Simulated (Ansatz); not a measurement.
`[SiH3][O][In]([O][SiH3])[O][SiH3]` + HCl → `[SiH3][O][In]([Cl])[O][SiH3]` + `O[SiH3]`  (ligand exchange at the In–O bond)

Program: Ansatz. Geometries: PBE0-D4/def2-TZVP. ΔE: electronic, gas phase. CBS: MP2 limit from def2 TZ/QZ plus the TZ coupled-cluster correction, frozen cores. This one scheme is used for every species. DFT in def2-TZVPP. HSE06 is defined as in plane-wave codes. def2 core potentials past Kr. For In outer-core shells are correlated without core-valence functions, which leaves a few kJ/mol of doubt a bond. Each species was taken in one conformer, which may not be the lowest.

**Question.** Is it downhill or uphill in electronic energy at CCSD(T)/CBS, and by how much? (Estimate.)

**Answer.** Ansatz gave: Downhill: ΔE = -67.8 kJ/mol.

**Question.** What do these levels give: HSE06-D4, CAM-B3LYP-D4, PBE0, CCSD(T)/def2-TZVPP, MP2/def2-QZVPP, CCSD/CBS(def2)? (Estimate.)

**Answer.** Ansatz gave: HSE06-D4 -78.6, CAM-B3LYP-D4 -71.8, PBE0 -82.9, CCSD(T)/def2-TZVPP -67.3, MP2/def2-QZVPP -68.9, CCSD/CBS(def2) -70.3 kJ/mol.

Largest T1 diagnostic among the species: 0.015.

The D4 term adds +7.7 kJ/mol with B3LYP and +4.7 kJ/mol with PBE0; it sums over pairs of atoms, weighted by their polarisabilities, and B3LYP, whose exchange is more repulsive, gets the larger term. From PBE to PBE0 (25 % exact exchange), in def2-TZVPP and without D4, ΔE moves by −3.7 kJ/mol. Leaving LDA and LC-ωPBE aside and taking each functional with its dispersion term where it has one, the values, not all of them listed here, spread over 10.4 kJ/mol, from r2SCAN0-D4 to BLYP-D4. LDA lies +4.2 kJ/mol from PBE without D4.

B3LYP here is the variant with VWN-RPA as its local correlation; programs differ in this.
